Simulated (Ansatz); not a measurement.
The same path of a periodic cell of 19 atoms, AlC18 (surface graphene monolayer, adsorbate Al) was run twice with different band settings.

All numbers below come from DFT PBE-D3(BJ), scalar-relativistic, plane waves, PAW in Ansatz. Settings: cutoff 420 eV, k mesh 2x2x1, gaussian smearing 0.05 eV, spin collinear.

Relaxed end points:

```xyz
19
Lattice="7.3980 0.0000 0.0000 -3.6990 6.4069 0.0000 0.0000 0.0000 11.0000" Properties=species:S:1:pos:R:3
C -0.008 -0.055 0.989
C 1.223 0.656 0.987
C -1.235 2.084 0.989
C -0.008 2.799 0.990
C -2.468 4.220 0.989
C -1.235 4.924 0.989
C 2.464 -0.060 0.987
C 3.705 0.656 0.987
C 1.223 2.089 0.988
C 2.464 2.805 0.988
C -0.002 4.220 0.989
C 1.231 4.932 0.989
C 4.936 -0.055 0.989
C 6.163 0.660 0.989
C 3.705 2.089 0.988
C 4.936 2.799 0.990
C 2.464 4.227 0.991
C 3.697 4.932 0.989
Al 2.460 1.334 3.172
```

```xyz
19
Lattice="7.3980 0.0000 0.0000 -3.6990 6.4069 0.0000 0.0000 0.0000 11.0000" Properties=species:S:1:pos:R:3
C 0.014 0.017 0.978
C 1.255 0.733 0.978
C -1.211 2.148 0.979
C 0.022 2.860 0.979
C -2.444 4.275 0.978
C -1.204 4.991 0.978
C 2.495 0.017 0.978
C 3.727 0.728 0.980
C 1.255 2.155 0.980
C 2.488 2.860 0.979
C 0.028 4.280 0.980
C 1.255 4.996 0.979
C 4.954 0.012 0.979
C 6.181 0.728 0.981
C 3.721 2.148 0.979
C 4.954 2.853 0.981
C 2.481 4.280 0.981
C 3.713 4.991 0.978
Al 1.255 -0.699 3.163
```

Common settings: spring 5.0 eV/Å²; optimiser quadratic models (default); force threshold 0.05 eV/Å; end points relaxed.

| run | movable images | climbing image | start path | iteration limit |
| --- | --- | --- | --- | --- |
| 1 | 7 | yes | IDPP | 25 |
| 2 | 4 | from the first iteration | default | 50 |

(1) What does each run give, and how far can it be trusted?

Answers

(1) Run 1: converged after 7 iterations, highest image 0.108 eV above the first end. By the program's own check the climbing image is of a kind that is not told: the force calls were inconclusive, a negative curvature could not be distinguished from the path's own, the only one lies far off the path, or fixed occupations may fill a level only in part (lowest curvatures found: -0.40 and 0.21 eV/Å²).
Run 2: converged after 7 iterations, highest image 0.107 eV above the first end. The order of the stationary point at the top wasn't checked.
Limits of this set-up: slab without dipole correction.
